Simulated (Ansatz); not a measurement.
Mulliken charges of C₂H₃AlO (`C=[C]1[O][AlH]1`) from PBE/def2-TZVPP in Ansatz (PBE0-D4/def2-TZVP geometry).

```json
{"atom": "C1", "x (Å)": "-0.567", "y (Å)": "0.916", "z (Å)": "0.957", "charge (e)": "-0.245"}
{"atom": "C2", "x (Å)": "-0.052", "y (Å)": "0.078", "z (Å)": "0.075", "charge (e)": "0.098"}
{"atom": "O3", "x (Å)": "1.081", "y (Å)": "-0.758", "z (Å)": "0.247", "charge (e)": "-0.307"}
{"atom": "Al4", "x (Å)": "0.445", "y (Å)": "-0.999", "z (Å)": "-1.341", "charge (e)": "0.303"}
{"atom": "H5", "x (Å)": "-0.130", "y (Å)": "1.032", "z (Å)": "1.945", "charge (e)": "0.090"}
{"atom": "H6", "x (Å)": "-1.440", "y (Å)": "1.502", "z (Å)": "0.703", "charge (e)": "0.088"}
{"atom": "H7", "x (Å)": "0.723", "y (Å)": "-1.839", "z (Å)": "-2.632", "charge (e)": "-0.027"}
```

**Question.** By hand: the dipole of these point charges (1 e Å = 4.8032 D).

**Answer.** Σ q r = (-0.221, -0.012, -0.401) e Å, of length 0.458 e Å = 2.20 D.

**Question.** How does the dipole of the full density compare? (Estimate.)

**Answer.** Ansatz gave: (-0.063, -0.213, -0.554) e Å, 2.87 D; the point charges give 0.77 times that, at 29° from its direction.

Point charges leave out the atoms' own dipoles, such as those of lone pairs, and Mulliken's split depends on the basis, so the two needn't agree.
